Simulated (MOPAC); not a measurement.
Input for MOPAC: AM1 on GeH4O (SMILES [OH][GeH3]).

```
AM1 1SCF PRECISE CHARGE=0 THREADS=1
GeH4O

O     -0.36249088 1     0.71426461 1     0.57519460 1
Ge     0.51478460 1    -0.70741770 1    -0.03530719 1
H     -0.46111203 1     0.69065594 1     1.54997456 1
H      1.93723128 1    -0.77697419 1     0.56828375 1
H      0.58413740 1    -0.52577606 1    -1.55836036 1
H     -0.23738852 1    -2.01144589 1     0.32022259 1
```

The log:

```
*******************************************************************************
 **                                                                           **
 **                              MOPAC v23.2.5                                **
 **                                                                           **
 *******************************************************************************
 ** MOPAC's Digital Object Identifier: https://doi.org/10.5281/zenodo.6511958 **
 **                                                                           **
 ** Please cite the open-source release paper for use of this MOPAC version:  **
 ** J. E. Moussa and J. J. P. Stewart (2026)                                  **
 ** MOPAC: An open-source semiempirical molecular orbital program             **
 ** J. Open Source Softw., 11(119), 8025, https://doi.org/10.21105/joss.08025 **
 *******************************************************************************

                              AM1 CALCULATION RESULTS

 *******************************************************************************
 *  AM1        - The AM1 Hamiltonian to be used
 *
 *
 *
 *                 CHARGE ON SYSTEM = 0
 *
 *
 *
 *  PRECISE    - TIGHTER CRITERIA TO BE USED
 *  1SCF       - DO 1 SCF AND THEN STOP
 *  THREADS=1  - MULTI-THREADING NOT USED
 *  T=         - A TIME OF 172800.0 SECONDS REQUESTED
 *  DUMP=N     - RESTART FILE WRITTEN EVERY 7200.0 SECONDS REQUESTED
 *******************************************************************************
AM1 1SCF PRECISE CHARGE=0 THREADS=1
 GeH4O

   ATOM   CHEMICAL          X               Y               Z
  NUMBER   SYMBOL      (ANGSTROMS)     (ANGSTROMS)     (ANGSTROMS)

     1       O         -0.36249088  *   0.71426461  *   0.57519460  *
     2      Ge          0.51478460  *  -0.70741770  *  -0.03530719  *
     3       H         -0.46111203  *   0.69065594  *   1.54997456  *
     4       H          1.93723128  *  -0.77697419  *   0.56828375  *
     5       H          0.58413740  *  -0.52577606  *  -1.55836036  *
     6       H         -0.23738852  *  -2.01144589  *   0.32022259  *



          CARTESIAN COORDINATES

    NO.       ATOM           X           Y           Z

     1         O         -0.3625      0.7143      0.5752
     2        Ge          0.5148     -0.7074     -0.0353
     3         H         -0.4611      0.6907      1.5500
     4         H          1.9372     -0.7770      0.5683
     5         H          0.5841     -0.5258     -1.5584
     6         H         -0.2374     -2.0114      0.3202

  H: (AM1): M.J.S. DEWAR ET AL, J. AM. CHEM. SOC. 107 3902-3909 (1985)
  O: (AM1): M.J.S. DEWAR ET AL, J. AM. CHEM. SOC. 107 3902-3909 (1985)
 Ge: (AM1): M.J.S.Dewar and C.Jie, Organometallics, 8, 1544, (1989)

           Empirical Formula: H4 O Ge  =     6 atoms



      MOLECULAR POINT GROUP   :   Cs


      RHF CALCULATION, NO. OF DOUBLY OCCUPIED LEVELS = 7


 -------------------------------------------------------------------------------
 AM1 1SCF PRECISE CHARGE=0 THREADS=1
 GeH4O



     1SCF WAS SPECIFIED, SO BFGS WAS NOT USED
     SCF FIELD WAS ACHIEVED


                              AM1 CALCULATION
                                                       MOPAC v23.2.5 Linux




          FINAL HEAT OF FORMATION =        -39.92939 KCAL/MOL =    -167.06458 KJ/MOL


          COSMO AREA              =         88.27 SQUARE ANGSTROMS
          COSMO VOLUME            =         73.98 CUBIC ANGSTROMS

          IONIZATION POTENTIAL    =         10.861241 EV
          HOMO LUMO ENERGIES (EV) =        -10.861  0.822
          NO. OF FILLED LEVELS    =          7
          MOLECULAR WEIGHT        =         92.6210         POINT GROUP:  Cs

          MOLECULAR DIMENSIONS (Angstroms)

            Atom       Atom       Distance
            H     5    H     3     3.49771
            H     4    H     6     2.51285
            O     1    H     4     2.11279


          SCF CALCULATIONS        =          1





   ATOM   CHEMICAL          X               Y               Z
  NUMBER   SYMBOL      (ANGSTROMS)     (ANGSTROMS)     (ANGSTROMS)

     1       O         -0.36249088  *   0.71426461  *   0.57519460  *
     2      Ge          0.51478460  *  -0.70741770  *  -0.03530719  *
     3       H         -0.46111203  *   0.69065594  *   1.54997456  *
     4       H          1.93723128  *  -0.77697419  *   0.56828375  *
     5       H          0.58413740  *  -0.52577606  *  -1.55836036  *
     6       H         -0.23738852  *  -2.01144589  *   0.32022259  *

                             CARTESIAN COORDINATES

   1    O       -0.362490880     0.714264610     0.575194600
   2   Ge        0.514784600    -0.707417700    -0.035307190
   3    H       -0.461112030     0.690655940     1.549974560
   4    H        1.937231280    -0.776974190     0.568283750
   5    H        0.584137400    -0.525776060    -1.558360360
   6    H       -0.237388520    -2.011445890     0.320222590


           Empirical Formula: H4 O Ge  =     6 atoms



      MOLECULAR POINT GROUP   :   Cs


                  EIGENVALUES
 -35.14024 -17.12249 -15.40551 -13.40706 -13.15622 -11.41717 -10.86124   0.82213
   0.83938   1.30662   2.00396   5.66333


              NET ATOMIC CHARGES AND DIPOLE CONTRIBUTIONS

  ATOM NO.   TYPE          CHARGE      No. of ELECS.   s-Pop       p-Pop
    1          O          -0.556404        6.5564     1.87454     4.68187
    2         Ge           0.767910        3.2321     0.90134     2.33075
    3          H           0.205367        0.7946     0.79463
    4          H          -0.150109        1.1501     1.15011
    5          H          -0.116617        1.1166     1.11662
    6          H          -0.150146        1.1501     1.15015
 DIPOLE           X         Y         Z       TOTAL
 POINT-CHG.     0.860    -1.532     0.094     1.759
 HYBRID        -0.178     0.167     0.725     0.765
 SUM            0.682    -1.365     0.819     1.731


          ATOMIC ORBITAL ELECTRON POPULATIONS

     Atom    s        px        py        pz
    1  O   1.87454   1.83244   1.59386   1.25557
    2 Ge   0.90134   0.78215   0.70786   0.84074
    3  H   0.79463
    4  H   1.15011
    5  H   1.11662
    6  H   1.15015

 **********************
 *                    *
 * JOB ENDED NORMALLY *
 *                    *
 **********************




 == MOPAC DONE ==
```

The run finished.

Cost: roughly 0.020 core-seconds.
